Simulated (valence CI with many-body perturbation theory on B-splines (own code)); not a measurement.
## E1 line list for Eu³¹⁺

Method: valence CI with perturbative core correlation (CI+MBPT): four valence electrons over a frozen Dirac-Fock core [Ar] 3d10, radial functions for each j: 11 s, 11 p, 10 d, 8 f, 5 g, 2 h, with the one-electron correlation potential Σ1 (screened to all orders), the two-electron term Σ2, the three-electron term Σ3, Breit, model QED; selected single and double excitations, second order for the rest, scaled by the run's own slope (own B-spline code, finite nucleus).

No measured spectrum was set against this ion. As an estimate, large intervals hold to a few tenths of a per cent, small ones and those within an open d or f shell to about a per cent. Among the levels kept, up to 380 cm⁻¹ of a level comes from second order outside the variational space, and about a tenth of that is noise between levels of different J, which matters for small intervals.

Lines 151 to 200 of 573 in falling wavelength, among levels below 410.32 eV, chosen from the strongest by gf and those to the six lowest levels. Wavelengths and rates use the calculated energies. Electric multipoles are in the length gauge, E1 and E2 with the static RPA response of the core. Weak lines are less certain than strong ones. Lines between different terms over intervals too small for the method are left out, as are lines whose strength nearly cancels. Where a level lies close to another of its J and parity, the split of strength between their lines is uncertain. The highest levels of a list are the least certain.

Levels are named by their leading jj configuration (3d3/2^4 stands for four electrons in 3d with j = 3/2), which in mixed levels can hold well under half, so a name can repeat and another be missing. Letters in brackets count levels of one name in rising energy.

| λ vac (Å) | Upper | Lower | A (s⁻¹) | S (a.u.) with core polarisation | S without |
| --- | --- | --- | --- | --- | --- |
| 102.2 | (4s 4p1/2 4p3/2^2) J=2 [b] | (4s^2 4p1/2 4p3/2) J=2 | 1.43e+11 | 3.76e-01 | 4.02e-01 |
| 102.1 | (4s 4p1/2 4p3/2 4d5/2) J=2 [e] | (4s^2 4p1/2 4d5/2) J=2 | 9.58e+10 | 2.52e-01 | 2.69e-01 |
| 102.0 | (4s 4p3/2^2 4d5/2) J=2 [e] | (4s^2 4p3/2 4d5/2) J=3 | 6.81e+10 | 1.78e-01 | 1.91e-01 |
| 102.0 | (4s 4p1/2 4p3/2 4f7/2) J=5 [b] | (4s 4p1/2 4p3/2 4d5/2) J=4 [b] | 2.53e+10 | 1.46e-01 | 1.56e-01 |
| 101.7 | (4s^2 4p3/2 4d3/2) J=2 | (4s^2 4p3/2^2) J=2 | 8.94e+08 | 2.32e-03 | 2.51e-03 |
| 101.7 | (4s 4p3/2^3) J=1 | (4s^2 4p3/2^2) J=0 | 8.81e+09 | 1.37e-02 | 1.48e-02 |
| 101.7 | (4s 4p1/2 4p3/2 4d3/2) J=1 [c] | (4s^2 4p1/2 4d3/2) J=2 | 1.76e+11 | 2.75e-01 | 2.94e-01 |
| 101.6 | (4p1/2 4p3/2^2 4d5/2) J=3 [c] | (4s 4p1/2 4p3/2 4d5/2) J=4 [b] | 2.94e+10 | 1.06e-01 | 1.14e-01 |
| 101.5 | (4p1/2 4p3/2^2 4d5/2) J=3 [a] | (4s 4p1/2 4p3/2 4d3/2) J=4 | 2.43e+10 | 8.79e-02 | 9.40e-02 |
| 101.4 | (4s 4p1/2 4d5/2^2) J=4 [b] | (4s 4p1/2 4p3/2 4d5/2) J=3 [e] | 4.18e+10 | 1.94e-01 | 2.08e-01 |
| 101.3 | (4p1/2^2 4p3/2^2) J=2 | (4s 4p1/2^2 4p3/2) J=2 | 8.21e+10 | 2.11e-01 | 2.25e-01 |
| 101.3 | (4s 4p1/2 4d3/2^2) J=2 | (4s 4p1/2 4p3/2 4d3/2) J=1 [a] | 2.79e+10 | 7.17e-02 | 7.66e-02 |
| 101.2 | (4s 4p3/2^2 4d5/2) J=3 [c] | (4s^2 4p3/2 4d5/2) J=4 | 1.47e+11 | 5.28e-01 | 5.66e-01 |
| 101.1 | (4p1/2^2 4p3/2 4d3/2) J=1 | (4s 4p1/2^2 4d3/2) J=2 | 4.84e+10 | 7.41e-02 | 7.91e-02 |
| 101.1 | (4s 4p1/2 4p3/2 4f7/2) J=3 | (4s 4p1/2 4p3/2 4d5/2) J=3 [e] | 2.25e+10 | 8.05e-02 | 8.61e-02 |
| 101.1 | (4p1/2 4p3/2^2 4d3/2) J=3 [b] | (4s 4p1/2 4p3/2 4d5/2) J=3 [a] | 2.27e+10 | 8.11e-02 | 8.70e-02 |
| 101.0 | (4s 4p1/2 4d3/2 4d5/2) J=3 [e] | (4s 4p1/2 4p3/2 4d3/2) J=2 [c] | 7.90e+10 | 2.81e-01 | 3.01e-01 |
| 100.9 | (4p1/2^2 4p3/2 4d3/2) J=1 | (4s 4p1/2^2 4d3/2) J=1 | 6.64e+10 | 1.01e-01 | 1.08e-01 |
| 100.9 | (4s 4p1/2 4d3/2 4d5/2) J=4 [b] | (4s 4p1/2 4p3/2 4d3/2) J=3 [b] | 7.29e+10 | 3.33e-01 | 3.56e-01 |
| 100.5 | (4p1/2 4p3/2^3) J=1 | (4s 4p1/2 4p3/2^2) J=2 [a] | 7.30e+10 | 1.10e-01 | 1.17e-01 |
| 100.4 | (4s 4p1/2^2 4f7/2) J=3 | (4s 4p1/2 4p3/2 4d3/2) J=2 [a] | 2.48e+10 | 8.67e-02 | 9.27e-02 |
| 100.4 | (4s 4p1/2 4p3/2 4d5/2) J=2 [e] | (4s^2 4p1/2 4d5/2) J=3 | 2.66e+10 | 6.65e-02 | 7.12e-02 |
| 100.3 | (4p1/2 4p3/2^2 4d5/2) J=5 | (4s 4p1/2 4p3/2 4d3/2) J=4 | 1.15e+10 | 6.32e-02 | 6.76e-02 |
| 100.0 | (4s 4p1/2 4p3/2 4d3/2) J=1 [e] | (4s^2 4p1/2 4d3/2) J=1 | 1.25e+11 | 1.85e-01 | 1.98e-01 |
| 99.91 | (4s 4p1/2 4p3/2^2) J=1 [b] | (4s^2 4p1/2 4p3/2) J=1 | 1.60e+10 | 2.36e-02 | 2.54e-02 |
| 99.84 | (4s^2 4p3/2 4d3/2) J=3 | (4s^2 4p3/2^2) J=2 | 1.26e+10 | 4.32e-02 | 4.61e-02 |
| 99.73 | (4p1/2 4p3/2^2 4d3/2) J=1 [b] | (4s 4p1/2 4p3/2 4d3/2) J=1 [c] | 3.87e+10 | 5.68e-02 | 6.07e-02 |
| 99.59 | (4s 4p1/2 4d3/2 4d5/2) J=3 [b] | (4s 4p1/2 4p3/2 4d5/2) J=4 [a] | 2.40e+10 | 8.20e-02 | 8.75e-02 |
| 99.49 | (4p1/2 4p3/2^2 4d5/2) J=4 [a] | (4s 4p1/2 4p3/2 4d3/2) J=4 | 1.97e+10 | 8.64e-02 | 9.25e-02 |
| 99.48 | (4s 4p1/2 4p3/2^2) J=2 [b] | (4s^2 4p1/2 4p3/2) J=1 | 2.53e+10 | 6.15e-02 | 6.56e-02 |
| 99.46 | (4s 4p1/2 4d3/2 4d5/2) J=3 [c] | (4s 4p1/2 4p3/2 4d3/2) J=3 [b] | 3.04e+10 | 1.03e-01 | 1.10e-01 |
| 99.45 | (4s 4p3/2^2 4d5/2) J=2 [c] | (4s^2 4p3/2 4d3/2) J=3 | 2.44e+10 | 5.91e-02 | 6.32e-02 |
| 99.35 | (4p1/2 4p3/2^2 4d5/2) J=3 [b] | (4s 4p1/2 4p3/2 4d5/2) J=3 [b] | 1.79e+10 | 6.05e-02 | 6.45e-02 |
| 99.30 | (4p1/2 4p3/2^2 4d5/2) J=4 [b] | (4s 4p1/2 4p3/2 4d5/2) J=4 [a] | 2.56e+10 | 1.12e-01 | 1.19e-01 |
| 99.26 | (4p1/2^2 4p3/2 4d5/2) J=2 | (4p1/2^2 4p3/2^2) J=2 | 1.10e+11 | 2.65e-01 | 2.82e-01 |
| 99.23 | (4s 4p1/2 4d5/2^2) J=3 [a] | (4s 4p1/2 4p3/2 4d5/2) J=4 [b] | 4.03e+10 | 1.36e-01 | 1.45e-01 |
| 99.11 | (4s 4p1/2 4d3/2 4d5/2) J=5 | (4s 4p1/2 4p3/2 4d5/2) J=5 | 9.89e+10 | 5.23e-01 | 5.58e-01 |
| 98.87 | (4s 4p1/2 4d3/2 4d5/2) J=4 [a] | (4s 4p1/2 4p3/2 4d3/2) J=3 [a] | 2.58e+10 | 1.11e-01 | 1.18e-01 |
| 98.87 | (4s 4p1/2 4p3/2 4f5/2) J=4 [b] | (4s 4p1/2 4p3/2 4d5/2) J=3 [c] | 1.33e+10 | 5.73e-02 | 6.11e-02 |
| 98.44 | (4s 4p1/2 4p3/2 4f7/2) J=5 [c] | (4s 4p1/2 4p3/2 4d5/2) J=4 [b] | 1.86e+10 | 9.65e-02 | 1.02e-01 |
| 98.39 | (4s 4p1/2 4d3/2 4d5/2) J=2 [d] | (4s 4p1/2 4p3/2 4d3/2) J=2 [c] | 4.03e+10 | 9.47e-02 | 1.01e-01 |
| 98.37 | (4p1/2 4p3/2^2 4d5/2) J=1 [a] | (4p1/2 4p3/2^3) J=2 | 4.44e+10 | 6.26e-02 | 6.68e-02 |
| 98.23 | (4s 4p1/2 4p3/2 4d5/2) J=2 [a] | (4s 4p1/2 4p3/2^2) J=2 [a] | 4.43e+10 | 1.04e-01 | 1.10e-01 |
| 98.15 | (4p1/2 4p3/2^2 4d5/2) J=2 [b] | (4s 4p1/2 4p3/2 4d3/2) J=3 [b] | 3.26e+10 | 7.62e-02 | 8.15e-02 |
| 98.14 | (4s 4p1/2 4p3/2 4d5/2) J=2 [b] | (4s 4p1/2 4p3/2^2) J=3 | 9.20e+10 | 2.15e-01 | 2.29e-01 |
| 98.11 | (4s 4p3/2^2 4d5/2) J=3 [d] | (4s^2 4p3/2 4d5/2) J=4 | 3.67e+10 | 1.20e-01 | 1.28e-01 |
| 98.08 | (4s 4p1/2 4p3/2 4d5/2) J=3 [e] | (4s 4p1/2 4p3/2^2) J=2 [b] | 6.98e+10 | 2.27e-01 | 2.42e-01 |
| 98.00 | (4s 4p1/2 4d3/2 4d5/2) J=3 [d] | (4s 4p1/2 4p3/2 4d3/2) J=2 [b] | 3.93e+10 | 1.28e-01 | 1.36e-01 |
| 97.75 | (4p1/2 4p3/2^2 4d5/2) J=4 [b] | (4s 4p1/2 4p3/2 4d3/2) J=4 | 3.26e+10 | 1.35e-01 | 1.44e-01 |
| 97.69 | (4s 4p1/2 4d3/2 4d5/2) J=1 [b] | (4s 4p1/2 4p3/2 4d3/2) J=0 [b] | 3.96e+10 | 5.47e-02 | 5.84e-02 |
